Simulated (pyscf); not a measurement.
## Hydrogen shift: O=B–OH (SMILES O=BO) -> O=B–OH (SMILES O=BO)

Gas phase, singlet surface, charge 0. Bonds broken: O3–H4. Bonds formed: O1–H4. PySCF, gas phase, ωB97X-D3(BJ)/def2-SVP geometries. MP2 and CC: frozen core, UHF for open shells. ΔMP2 is the change of the MP2 total energy from the triple- to the quadruple-zeta basis.

Transition state (Å):

```xyz
4

O      0.3752     1.2648     0.1059
B      0.8329     0.1905    -0.3905
O      0.4137    -0.9437    -0.7754
H     -0.4403     0.1034    -0.2282
```

One imaginary mode, 2039i cm⁻¹; descent along it reached the two sides named.

| bond | change | reactant side (Å) | saddle | product side |
|---|---|---|---|---|
| O3–H4 | breaks | 0.964 | 1.458 | 3.1 |
| O1–H4 | forms | 3.1 | 1.458 | 0.964 |

Electronic energies relative to the reactant's lowest minimum found (kJ/mol):

| level | barrier | reaction energy | reverse barrier |
|---|---|---|---|
| ωB97X-D3(BJ)/def2-TZVP | 328.5 | 0.0 | 328.5 |
| PBE/def2-TZVP | 281.7 | 0.0 | 281.7 |
| r²SCAN/def2-TZVP | 299.1 | 0.0 | 299.1 |
| B3LYP-D3(BJ)/def2-TZVP | 319.6 | 0.0 | 319.6 |
| PBE0-D3(BJ)/def2-TZVP | 313.3 | 0.0 | 313.3 |
| M06-2X/def2-TZVP | 330.0 | 0.0 | 330.0 |
| ωB97M-D3(BJ)/def2-TZVP | 324.9 | 0.0 | 324.9 |
| HF/def2-TZVP | 405.8 | 0.0 | 405.8 |
| MP2/def2-QZVPP | 317.5 | 0.0 | 317.5 |
| CCSD/def2-TZVPP | 344.7 | 0.0 | 344.7 |
| CCSD(T)/def2-TZVPP | 327.7 | 0.0 | 327.7 |
| CCSD(T)/def2-TZVPP + ΔMP2(QZVPP) | 326.5 | 0.0 | 326.5 |

With CCSD(T)/def2-TZVPP + ΔMP2(QZVPP) energies and thermal terms (ideal gas, 1 atm, RRHO with modes under 100 cm⁻¹ raised to 100, one conformer, R ln 2 for chiral ones without a mode under 150 cm⁻¹), in kJ/mol:

```
T (K)    ΔH‡    ΔG‡   ΔH   ΔG
-----  -----  -----  ---  ---
298    313.9  315.5  0.0  0.0
600    311.8  317.9  0.0  0.0
900    309.9  321.3  0.0  0.0
1200   308.3  325.4  0.0  0.0
```

At the saddle there is also a short B–H contact that neither side keeps, so another atom assists the step. This is the saddle that the search found; another between the same sides may lie lower. The CCSD(T) − MP2 part came from Ansatz, without density fitting, on the same reference.
